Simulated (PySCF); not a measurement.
Species: C9H9N.
Structure used (PBE0-D3(BJ)/def2-SVP), in Å, numbered top down from 1:
```
atom  x, y, z in Å
C1     4.1624    0.3060    0.2679
C2     3.0486   -0.3666    0.1295
C3     1.9362   -1.0415   -0.0220
C4     0.9140   -0.7781   -1.0980
C5    -0.4093   -0.3527   -0.5107
C6    -0.5840    0.9437   -0.0080
C7    -1.8104    1.2903    0.5459
C8    -2.8219    0.3319    0.5877
C9    -2.5478   -0.9312    0.0689
N10   -1.3768   -1.2687   -0.4667
H11    4.2091    1.2101    0.8847
H12    5.0863   -0.0160   -0.2249
H13    1.7022   -1.8419    0.6920
H14    0.7330   -1.6997   -1.6714
H15    1.2930   -0.0081   -1.7862
H16    0.2388    1.6611   -0.0527
H17   -1.9769    2.2957    0.9408
H18   -3.8020    0.5563    1.0132
H19   -3.3166   -1.7126    0.0855
```

Level: PBE0/pcSseg-1 in PySCF, non-relativistic, on one gas-phase PBE0-D3(BJ)/def2-SVP geometry that isn't relaxed in the solvent. The solvent is an IEF-PCM continuum (Bondi radii, 1.10 Å for H, scaled by 1.2). Only the electrostatic response of the medium enters.

Gas phase at PBE0/pcSseg-1: HOMO -7.15 eV, LUMO -0.82 eV, dipole 2.00 D.

Question: What does the continuum do to the energy, the frontier levels and the dipole at PBE0/pcSseg-1 in benzene and acetonitrile?

Answer: 
| solvent | ε | E(solvent) − E(gas) (kJ/mol) | polarisation term (kJ/mol) | distortion of the solute (kJ/mol) | HOMO (eV) | LUMO (eV) | dipole (D) |
| --- | --- | --- | --- | --- | --- | --- | --- |
| benzene | 2.271 | -10.40 | -11.04 | 0.64 | -7.16 | -0.82 | 2.33 |
| acetonitrile | 35.69 | -23.62 | -27.27 | 3.65 | -7.21 | -0.86 | 2.85 |

Polarisation term: ½ Σ q·V over the induced surface charges. Distortion: the rise of the solute's own energy as its density leaves the gas-phase optimum. From benzene to acetonitrile the lowering changes by a factor 2.27, Onsager's factor (ε − 1)/(2ε + 1) by 2.09 and ε itself by 15.7.

Question: Which radius a makes the point-dipole formula ΔE = −[(ε − 1)/(2ε + 1)]·μ²/a³ give the value in acetonitrile, with the gas-phase dipole?

Answer: μ = 0.785 au and |ΔE| = 0.00900 Eh give a = 1.69 Å; the farthest nucleus lies 4.84 Å from the centroid of the nuclei, so such a sphere wouldn't even hold the nuclei. The formula assumes a rigid point dipole at the centre of a sphere.

Question: Give the dipole vector in the frame of the coordinates (D, pointing from negative to positive charge), gas and acetonitrile.

Answer: Gas (-0.35, 1.87, 0.61), solvent (-0.40, 2.68, 0.86). Its length changes by +43 % and its direction by 2°.

Question: Which ESP-fitted charges (PBE0/pcSseg-1) respond most in acetonitrile (means over atoms taken as equivalent)?

Answer: 
```tsv
atoms	environment	gas (e)	solvent (e)	change
N10	pyridine-type nitrogen	-0.720	-0.807	-0.087
C2	central carbon of cumulated double bonds	-0.014	-0.050	-0.036
C6	aromatic CH carbon	-0.715	-0.746	-0.031
C5	substituted aromatic carbon	+0.751	+0.781	+0.030
H16	aromatic hydrogen	+0.256	+0.278	+0.022
C9	aromatic CH next to a ring nitrogen	+0.464	+0.486	+0.022
```
